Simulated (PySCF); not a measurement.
F2Sn, neutral, multiplicity 1. Atoms are numbered in the order given.

```xyz
3

Sn     0.0000     0.0000     0.3435
F      0.0000    -1.4437    -0.9543
F      0.0000     1.4437    -0.9543
```
Charge 0, spin multiplicity 1.

Coordinates come from a TPSSh-D3(BJ)/def2-TZVP optimisation. The isomer is the one that the SMILES or the coordinates give; other isomers of the formula were not compared. The def2 effective core potentials stand for the cores of Sn; spin–orbit coupling is left out.

Level of theory: r2SCAN/def2-TZVPD (PySCF).

Symmetry labels are those of the subgroup C2v that the program uses (full group C2v).

Computed valence orbital energies around the gap with their symmetry:
| orbital | symmetry | energy (eV) |
|---|---|---|
| HOMO−7 | B2 | -26.51 |
| HOMO−6 | A1 | -12.80 |
| HOMO−5 | B2 | -10.29 |
| HOMO−4 | B1 | -9.71 |
| HOMO−3 | A1 | -9.66 |
| HOMO−2 | A2 | -9.30 |
| HOMO−1 | B2 | -9.05 |
| HOMO | A1 | -7.88 |
| LUMO | B1 | -3.45 |
| LUMO+1 | B2 | -1.13 |
| LUMO+2 | A1 | -0.56 |
| LUMO+3 | A1 | 1.12 |
